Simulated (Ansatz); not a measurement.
Consider the cleavage of the Si–Si bond: `O[SiH2][SiH2]F` + `N[SiH3]` → `F[SiH2]N[SiH3]` + `O[SiH3]`.

Computed with Ansatz on PBE0-D4/def2-TZVP structures; ΔE is electronic, products minus reactants. CCSD(T)/CBS adds triple-zeta CCSD(T) − MP2 to the extrapolated MP2 energy (def2 sets, frozen cores). This one scheme is used for every species. DFT in def2-TZVPP. One conformer a species, not always the lowest.

| level | ΔE (kJ/mol) | difference from CCSD(T)/CBS |
| --- | --- | --- |
| r2SCAN-D4 | -93.1 | 6.4 |
| ωB97M-V | -101.6 | -2.1 |
| PBE | -76.7 | 22.8 |
| r2SCAN | -92.7 | 6.8 |
| HF/def2-TZVPP | -108.3 | -8.8 |
| CCSD(T)/def2-TZVPP | -101.1 | -1.6 |
| MP2/def2-QZVPP | -108.3 | -8.8 |
| SCS-MP2/def2-QZVPP | -107.9 | -8.4 |
| HF/CBS(def2) | -109.7 | -10.2 |
| MP2/CBS(def2) | -107.2 | -7.7 |
| CCSD(T)/CBS | -99.5 | 0 |

Largest T1 diagnostic among the species: 0.012.

From PBE to PBE0 (25 % exact exchange), in def2-TZVPP and without D4, ΔE moves by −6.8 kJ/mol.
